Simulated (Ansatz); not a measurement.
Geometry optimisation, RHF/def2-SVP in Ansatz.

input.yaml

```yaml
crystal:
  periodic: [false, false, false]
  atoms:
    - { symbol: Sn, position_ang: [0.0, 0.0, 0.0] }
    - { symbol: O, position_ang: [0.0, 0.0, 2.31] }
    - { symbol: H, position_ang: [-0.9095, -0.2814, 2.6471] }
    - { symbol: H, position_ang: [1.6408, 0.0, -0.5794] }
    - { symbol: H, position_ang: [-0.8195, 1.4198, -0.5794] }
    - { symbol: H, position_ang: [-0.8195, -1.4198, -0.5794] }
    - { symbol: P, position_ang: [1.4405, -2.1875, 0.8703] }
    - { symbol: H, position_ang: [0.6443, -3.3572, 0.7514] }
    - { symbol: H, position_ang: [2.6108, -2.3299, 0.0787] }
    - { symbol: H, position_ang: [0.7316, -1.1109, 2.0913] }
basis:
  gaussian: { orbitals: def2-SVP }
hamiltonian:
  xc: hf
relax:
  f_tol: 0.15
  max_steps: 25
  restrain:
    - { distance: [0, 6], at: 3.66, k: 30.0 }
    - { distance: [9, 1], at: 2.21, k: 30.0 }
    - { distance: [0, 1], at: 1.96, k: 30.0 }
    - { distance: [9, 6], at: 1.42, k: 30.0 }
```

Run as:

```bash
$ ansatz run input.yaml --threads 1 --pin off --max-ram 2048MiB --backend cpu --events-out ev --progress --plain --runs-dir out
```

Problem. Where does it end, and by what steps?

Solution. The forces met the threshold. The restraints hold the end off the free minimum. After 9 steps the energy has fallen by 3.771 eV (the restraints' own energy left out); P7 moved furthest, 0.84 Å. Parted: Sn1–P7 (2.76 → 3.68 Å).

```tsv
step	energy less start (eV)	largest force component (eV/Å)	accepted
0	0.0000	2.666	yes
1	-0.2864	3.260	yes
2	-1.2407	3.740	yes
3	-2.4359	2.802	yes
4	-3.4413	0.965	yes
5	-3.6502	0.658	yes
6	-3.7539	0.560	yes
7	-3.7514	0.668	no
8	-3.7645	0.480	yes
9	-3.7710	0.467	yes
```

```xyz
10
Properties=species:S:1:pos:R:3
Sn -0.077 0.081 0.019
O -0.127 0.072 1.986
H -0.961 0.170 2.422
H 1.551 0.323 -0.391
H -1.037 1.409 -0.485
H -0.743 -1.362 -0.593
P 1.804 -2.814 1.295
H 0.601 -3.298 0.738
H 2.263 -2.183 0.119
H 1.244 -1.665 1.901
```

Time of the run: 27 s on 1 thread of Arm Neoverse V1, on a shared host, peak memory 0.19 GiB.
